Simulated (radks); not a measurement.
Spherical jellium clusters: N electrons in a uniform positive sphere of charge N and radius rs N^(1/3), rs = 2.15 bohr. Method: non-relativistic Kohn-Sham, LDA (Slater exchange, Perdew-Wang correlation), spin-polarised, spherical densities; computed with a radial shooting solver with Libxc functionals. Levels are named by radial order and angular momentum (1s, 1p, 1d, 2s, ...), and open shells are averaged over m.

N = 21, configuration 1s2 1p6 1d10 2s2 1f(up 1, down 0). This is the lowest configuration that the search found. Occupied and some empty levels:

level,occupation,eigenvalue (eV),<r> (bohr)
1s up,1,-11.319,3.622
1s down,1,-11.255,3.598
1p up,3,-8.6357,4.442
1p down,3,-8.5365,4.427
1d up,5,-5.4874,5.129
1d down,5,-5.3665,5.122
2s up,1,-4.5723,4.786
2s down,1,-4.4909,4.794
1f up,1,-2.1234,5.953
1f down,0,-1.9961,5.966
2p up,0,-1.6654,6.848
2p down,0,-1.5899,6.894

Energy (eV): total -11.7823, kinetic 106.91, external -2331.2, Hartree 1123.9, exchange-correlation -125.30, background 1213.8.

Electron density:

r (bohr),n(r) (e/bohr^3)
0.710,0.02879
1.47,0.02535
2.23,0.02321
3.00,0.02364
3.76,0.02427
4.52,0.02150
5.28,0.01490
6.05,0.007894
6.81,0.003467
7.57,0.001393
8.33,0.0005356
9.10,0.0002017
9.86,0.00007572
